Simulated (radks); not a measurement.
Spherical quantum dot in the effective-mass picture: electrons in a hard-walled sphere of radius 1.44, with a point charge +2 (a donor) at the centre, all in effective atomic units (hartree* = m*/eps^2 hartree, bohr* = eps/m* bohr), one dielectric constant everywhere. Method: non-relativistic Kohn-Sham, LDA (Slater exchange, Perdew-Wang correlation), spin-polarised, spherical densities; computed with a radial shooting solver with Libxc functionals. Levels are named by radial order and angular momentum (1s, 1p, 1d, 2s, ...), and open shells are averaged over m. Each electron was tried in the lowest free levels, single moves between levels near the top were tried too, and the lowest total energy was kept; such a search can miss a lower state. At N = 1 the Hartree and exchange-correlation terms need not cancel, so that row can carry a self-interaction error.

| N | open shells | 2S | mu = E(N) - E(N-1) (hartree*) | addition energy mu(N+1) - mu(N) (hartree*) | rms radius (bohr*) |
|---|---|---|---|---|---|
| 1 | 1s(up 1, down 0) | 1 | -1.5500 | 1.489 | 0.6241 |
| 2 | none | 0 | -0.061494 | 4.461 | 0.6523 |
| 3 | 1p(up 1, down 0) | 1 | 4.3991 | 0.9174 | 0.7366 |
| 4 | 1p(up 2, down 0) | 2 | 5.3165 | 0.9491 | 0.7783 |
| 5 | 1p(up 3, down 0) | 3 | 6.2656 | 1.247 | 0.8047 |
| 6 | 1p(up 3, down 1) | 2 | 7.5128 | 0.9019 | 0.8241 |
| 7 | 1p(up 3, down 2) | 1 | 8.4147 | 0.9278 | 0.8390 |
| 8 | none | 0 | 9.3425 | 3.972 | 0.8511 |
| 9 | 1d(up 1, down 0) | 1 | 13.314 | 0.8754 | 0.8688 |
| 10 | 1d(up 2, down 0) | 2 | 14.190 | 0.8821 | 0.8831 |
| 11 | 1d(up 3, down 0) | 3 | 15.072 | 0.8862 | 0.8950 |
| 12 | 1d(up 4, down 0) | 4 | 15.958 | 0.8887 | 0.9051 |
| 13 | 1d(up 5, down 0) | 5 | 16.847 | 1.153 | 0.9140 |
| 14 | 1d(up 5, down 1) | 4 | 18.000 | 0.8644 | 0.9219 |
| 15 | 1d(up 5, down 2) | 3 | 18.864 | 0.8707 | 0.9289 |
| 16 | 1d(up 5, down 3) | 2 | 19.735 | 0.8747 | 0.9352 |
| 17 | 1d(up 5, down 4) | 1 | 20.610 | 0.8773 | 0.9410 |
| 18 | none | 0 | 21.487 | 1.430 | 0.9463 |
| 19 | 2s(up 1, down 0) | 1 | 22.917 | 1.336 | 0.9443 |
| 20 | none | 0 | 24.252 | 3.389 | 0.9416 |
| 21 | 1f(up 1, down 0) | 1 | 27.641 | 0.8489 | 0.9481 |
| 22 | 1f(up 2, down 0) | 2 | 28.490 | 0.8504 | 0.9540 |
| 23 | 1f(up 3, down 0) | 3 | 29.340 | 0.8516 | 0.9595 |
| 24 | 1f(up 4, down 0) | 4 | 30.192 | 0.8524 | 0.9646 |
| 25 | 1f(up 5, down 0) | 5 | 31.044 | 0.8530 | 0.9693 |
| 26 | 1f(up 6, down 0) | 6 | 31.897 | 0.8534 | 0.9737 |
| 27 | 1f(up 7, down 0) | 7 | 32.751 | 1.090 | 0.9779 |
| 28 | 1f(up 7, down 1) | 6 | 33.841 | 0.8415 | 0.9818 |
| 29 | 1f(up 7, down 2) | 5 | 34.682 | - | 0.9855 |

All shells are closed at N = 2, 8, 18, 20 (there: 1s2 1p6 1d10 2s2); the second difference of the energy has clear peaks (12 % above both neighbours; the first and last values, which can be the largest, are not judged, and half-filled shells can peak too) at N = 2, 5, 8, 13, 20, 27.
